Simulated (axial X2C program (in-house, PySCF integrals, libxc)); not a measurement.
**Testing model relations on NaCs⁺**

A bond curve at the CCSD(T) level, 2c, was computed with an axial X2C code built on PySCF integrals (basis Cs dyall-cv3z [15s15p9d4f1g], Na dyall-cv3z [9s8p5d2f] (cores contracted in-house)) for the state Ω = 1/2 (⟨Sz⟩ = 0.50, ⟨Lz⟩ = 0.00 at HF). Its fit gives Re = 4.5466 Å, ωe = 68.0 cm⁻¹, ωexe = 0.265 cm⁻¹ and αe = 2.124e-04 cm⁻¹; the masses are 132.9054 and 22.9898 u. Two-component means X2C with spin–orbit coupling and atomic mean-field Coulomb and Gaunt terms.

Correlated methods: 9 electrons correlated (number of frozen shells: Cs 4 s, 3 p, 2 d; Na 2 s, 1 p), 319 virtual spin orbitals or spinors in MP2, 77 natural virtuals in coupled cluster.

Q: Find the reduced mass, Be and the force constant.

A: From the CCSD(T) values: μ = 19.5995 u. Be = 16.8576/(μ Re²) = 0.04161 cm⁻¹. k = 5.8918×10⁻⁷ μ ωe² = 0.0534 mdyn/Å.

Q: Estimate the centrifugal constant by the Kratzer relation.

A: D = 4Be³/ωe² = 6.23e-08 cm⁻¹.

Q: A Morse curve ties αe to the other constants (Pekeris). How well does that hold?

A: αe(Morse) = 6Be²/ωe × (√(ωexe/Be) − 1) = 2.328e-04 cm⁻¹; the CCSD(T) curve gives 2.124e-04 cm⁻¹, a ratio of 1.10.

Q: Where do the fundamental and the first overtone lie?

A: ν(1←0) = ωe − 2ωexe = 67.5 cm⁻¹; ν(2←0) = 2ωe − 6ωexe = 134.4 cm⁻¹.

Q: Estimate De from a Morse curve and compare with the computed well depth of 0.408 eV to Cs+ + Na.

A: De(Morse) = ωe²/(4ωexe) = 0.541 eV against 0.408 eV computed, a ratio of 1.33. The extrapolation overshoots: the well softens faster than a Morse curve, or the lowest atomic limit lies below the one to which the curve heads.

One determinant describes the state; a PBE0 search over occupations chose it and may have missed a lower one. Dissociation energies refer to the lowest single-determinant-based atoms at the same level and basis. CCSD and (T) use frozen natural virtuals with an MP2 correction for the truncation; (T) itself is uncorrected, so its De runs slightly low. With the outer-core shells frozen, correlated bond lengths of heavy atoms tend to come out a few hundredths of an ångström too long.
